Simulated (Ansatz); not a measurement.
Reaction (hydrogen abstraction from a C–H bond): `FC(F)C(F)(F)F` + `[OH]`• → `F[C](F)C(F)(F)F`• + H₂O

Calculated with Ansatz (gas phase, PBE0-D4/def2-TZVP geometries, no zero-point term in ΔE). CCSD(T)/CBS is the MP2 limit (def2-TZVPP, def2-QZVPP) plus CCSD(T) − MP2 in def2-TZVPP, frozen cores. This one scheme is used for every species. Functionals use def2-TZVPP. No spin–orbit coupling; open shells (•) take unrestricted orbitals.

```json
{"species": "`FC(F)C(F)(F)F`", "ωB97M-V energy (Eh)": "-576.15162"}
{"species": "`[OH]`•", "ωB97M-V energy (Eh)": "-75.74185"}
{"species": "`F[C](F)C(F)(F)F`•", "ωB97M-V energy (Eh)": "-575.48283"}
{"species": "H₂O", "ωB97M-V energy (Eh)": "-76.43342"}
```

Task: Work out ΔE.

Result: ΔE = (-575.48283) + (-76.43342) − (-576.15162) − (-75.74185) = -0.02278 Eh = -0.62 eV. CCSD(T)/CBS gives -0.66 eV.

Largest T1 diagnostic among the species: 0.014.

At CCSD(T), def2-SVP lies +0.23 eV from the extrapolated value and def2-TZVPP +0.08 eV. From BLYP to BHLYP (50 % exact exchange), in def2-TZVPP and without D4, ΔE moves by +0.36 eV. Leaving LDA and LC-ωPBE aside and taking each functional with its dispersion term where it has one, the values, not all of them listed here, spread over 0.44 eV, from PBE-D4 to BHLYP-D4. LDA lies −0.29 eV from PBE without D4.
